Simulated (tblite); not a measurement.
Isomers of C6H8NOP. Computed with GFN2-xTB (tblite): harmonic, unscaled wavenumbers at the GFN2-xTB geometry, gas phase. Against measured fundamentals such values can be off by several per cent, at times by over 20. Modes of hydrogen on phosphorus can be 10 to 20 % off. One conformer each.

Electronic energies: GFN2-xTB at the same geometries; isomer energies are rough at this level and their order can be wrong.

| SMILES | electronic energy, lowest = 0 (kcal/mol) |
| --- | --- |
| COc1pcncc1C | 36.8 |
| OCPc1ccncc1 | 44.5 |
| C[P@@H](=O)c1ccccn1 | 0.0 |
| CCn1cpcc1C=O | 31.8 |

Problem. How do GFN2-xTB zero-point energies change the relative energies?

Solution. 
```
             SMILES  ZPE (kcal/mol)  of it from modes above 1550 cm⁻¹  electronic (kcal/mol)  with ZPE, lowest = 0 (kcal/mol)  lowest mode (cm⁻¹)  rings
C[P@@H](=O)c1ccccn1            79.0                              38.3                    0.0                              0.0                  38      1
       CCn1cpcc1C=O            81.4                              36.9                   31.8                             34.2                  66      1
        COc1pcncc1C            80.7                              34.3                   36.8                             38.4                  93      1
        OCPc1ccncc1            79.0                              36.4                   44.5                             44.5                  24      1
```

The zero-point energies span 2.4 kcal/mol, from `C[P@@H](=O)c1ccccn1` to `CCn1cpcc1C=O`. The order is unchanged.

Problem. What do entropy and thermal enthalpy add at 298.15 K and 1 bar (rigid rotor, harmonic oscillator, one conformer each)?

Solution. 
| SMILES | point group | symmetry number | S (cal/(mol K)) | H − H(0) (kcal/mol) | ZPE + H − H(0) − TS (kcal/mol) |
| --- | --- | --- | --- | --- | --- |
| C[P@@H](=O)c1ccccn1 | C1 | 1 | 95.0 | 6.34 | 57.1 |
| CCn1cpcc1C=O | C1 | 1 | 93.7 | 6.26 | 59.7 |
| COc1pcncc1C | Cs | 1 | 94.0 | 6.43 | 59.1 |

Not tabulated: `OCPc1ccncc1` (lowest mode only 24 cm⁻¹).
